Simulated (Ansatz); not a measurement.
Species: PH$_{5}$, charge 0, multiplicity 1. 
Structure (B3LYP-D3(BJ)/def2-TZVP (Ansatz, a program for electronic structure) minimum search):
```xyz
6

P      0.0000     0.0000     0.0000
H      0.0076    -0.0062     1.4787
H     -0.0076     0.0062    -1.4787
H      1.4251     0.0061    -0.0073
H     -0.7179     1.2311     0.0089
H     -0.7073    -1.2373    -0.0016
```

Basis-set convergence of Hartree-Fock and CCSD correlation energies (hartree) with Ansatz. Valence correlation only, unless marked. No spin-orbit coupling. Non-relativistic.

| basis | functions | E(HF) | E(corr, CCSD) |
|---|---|---|---|
| cc-pV(D+d)Z | 48 | -343.53773 | -0.20037 |
| cc-pV(T+d)Z | 109 | -343.55791 | -0.24036 |
| cc-pV(Q+d)Z | 214 | -343.56249 | -0.25193 |

Extrapolating the two largest sets (X = 3 and 4) as X^-3: E(corr) = (64·(-0.25193) - 27·(-0.24036))/37 = -0.2604 Eh, an estimate of the basis-set limit. The largest set recovers 96.8 % of it, the smallest 77.0 %.
